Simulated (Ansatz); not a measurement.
Reaction (hydrogenolysis of a C–C bond): `C[CH]1[AlH][SiH2]1` + H₂ → `[CH2]1[AlH][SiH2]1` + CH₄

Computed with Ansatz on PBE0-D4/def2-TZVP structures; ΔE is electronic, products minus reactants. CBS: MP2 limit from def2 TZ/QZ plus the TZ coupled-cluster correction, frozen cores. This one scheme is used for every species. DFT in def2-TZVPP. HSE06 is defined as in plane-wave codes.

| level | ΔE (kcal/mol) |
| --- | --- |
| HSE06 | -20.1 |
| HF/def2-TZVPP | -24.7 |
| CCSD(T)/def2-TZVPP | -19.2 |
| MP2/CBS(def2) | -17.8 |

What does CCSD(T)/CBS give? (An estimate is asked.)

Ansatz gave: -19.0 kcal/mol. The listed levels differ from it by -1.1, -5.7, -0.2, 1.2 kcal/mol.

Largest T1 diagnostic among the species: 0.013.

In def2-TZVPP, CCSD(T) changes the Hartree–Fock value by +5.4 kcal/mol (the triples alone add +1.2 kcal/mol) and MP2 by +6.6 kcal/mol. From BLYP to BHLYP (50 % exact exchange), in def2-TZVPP and without D4, ΔE moves by −1.3 kcal/mol. The D4 term adds +2.2 kcal/mol with B3LYP and +1.2 kcal/mol with PBE0; it sums over pairs of atoms, weighted by their polarisabilities, and B3LYP, whose exchange is more repulsive, gets the larger term.

B3LYP here is the variant with VWN-RPA as its local correlation; programs differ in this.
